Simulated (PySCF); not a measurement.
C2H12OSi3, SMILES C[C@@H]([SiH3])O[SiH2][SiH3]. Atoms are numbered in the order given.

```xyz
18

C     -1.0810    -1.7937    -0.0024
C     -0.9880    -0.3053    -0.3270
Si    -2.6811     0.5342    -0.5991
O     -0.3703     0.4327     0.7308
Si     1.2397     0.3358     1.1878
Si     2.6273     0.0466    -0.6987
H     -1.6494    -1.9558     0.9270
H     -0.0788    -2.2354     0.1330
H     -1.5795    -2.3436    -0.8165
H     -0.3975    -0.1823    -1.2593
H     -3.3978    -0.1270    -1.7318
H     -3.4999     0.4027     0.6393
H     -2.4780     1.9741    -0.9212
H      1.5540     1.6120     1.8864
H      1.4794    -0.7893     2.1447
H      2.3695    -1.2707    -1.3554
H      2.3929     1.1260    -1.7038
H      4.0589     0.0883    -0.2737
```

Coordinates come from a B3LYP-D3(BJ)/def2-SVP optimisation. The structure was generated by enumeration; whether it is a known compound was not checked. One conformer was computed; it need not be the lowest.

The numbers are results of SMD-B3LYP/6-31G* in PySCF, not measurements.

Solvation free energies are E(SMD) − E(gas) at the gas-phase geometry, for 1 M in both phases. In vacuum the dipole moment is 1.14 D.

Estimate the solvation free energies in water, acetonitrile, 1-octanol. (An estimate is asked for; the answer gives what the named calculation found.)


```
solvent       ΔG(solv) (kcal/mol)  its non-electrostatic (CDS) part  dipole (D)
------------  -------------------  --------------------------------  ----------
water                         2.5                               5.3        1.78
acetonitrile                 -1.9                               0.1        1.65
1-octanol                    -2.0                               0.2        1.64
```
